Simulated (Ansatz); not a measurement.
Harmonic frequencies (cm⁻¹) at PBE0-D4/def2-TZVP from Ansatz: 251, 324, 381, 480, 697, 918, 1039, 1138, 1147, 1305, 1370, 1412, 1472, 1477, 3067, 3112, 3150, 3167.

(1) Which molecule is it?
A. `CC(F)Cl`
B. `F/C(I)=C\I`
C. `ClC(Cl)(Cl)Br`
D. `FCC(F)Cl`

Answers

(1) A.
